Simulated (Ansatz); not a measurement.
Basis sets compared for TaS(OSiH3)3 (TaSi3SO3H9). Charge 0, multiplicity 1. Geometry r2SCAN-D4/def2-SVP. Ansatz on 2 threads of AMD EPYC 7R13 on a shared host and a share (18 GiB) of an NVIDIA H100 80GB HBM3; times are rough, and most runs start from earlier orbitals.

```csv
atom,x (Å),y (Å),z (Å)
Ta1,0.011,0.308,-0.041
S2,0.065,2.475,-0.323
O3,1.789,-0.306,0.227
Si4,3.456,-0.227,0.404
H5,3.920,1.160,0.126
H6,4.077,-1.182,-0.556
H7,3.803,-0.618,1.800
O8,-0.740,-0.479,-1.598
Si9,-1.416,-0.546,-3.133
H10,-1.635,0.837,-3.641
H11,-2.713,-1.274,-3.045
H12,-0.483,-1.285,-4.029
O13,-1.062,-0.069,1.480
Si14,-2.055,0.241,2.798
H15,-2.228,1.712,2.954
H16,-1.417,-0.336,4.015
H17,-3.372,-0.412,2.561
```

In the def2 sets Ta takes a core potential; there is no spin–orbit coupling.

Binding counts from free atoms (Ta quartet, S triplet, O triplet, Si triplet, H doublet) in the same basis, without a counterpoise term.

```csv
level,functions,energy (Eh),HOMO (eV),LUMO (eV),binding per atom (eV),wall time
PBE-D4/def2-SVP,191,-1553.7129,-6.12,-1.85,3.93,4.1 s
PBE0-D4/def2-SVP,191,-1553.7837,-7.30,-1.08,3.83,6.5 s
```

Task: Estimate the rows for PBE-D4/def2-TZVP, PBE0-D4/def2-TZVP.

Result: 
| level | functions | energy (Eh) | HOMO (eV) | LUMO (eV) | binding per atom (eV) | wall time |
| --- | --- | --- | --- | --- | --- | --- |
| PBE-D4/def2-TZVP | 335 | -1554.4543 | -6.15 | -1.94 | 3.95 | 14 s |
| PBE0-D4/def2-TZVP | 335 | -1554.5235 | -7.29 | -1.13 | 3.86 | 17 s |
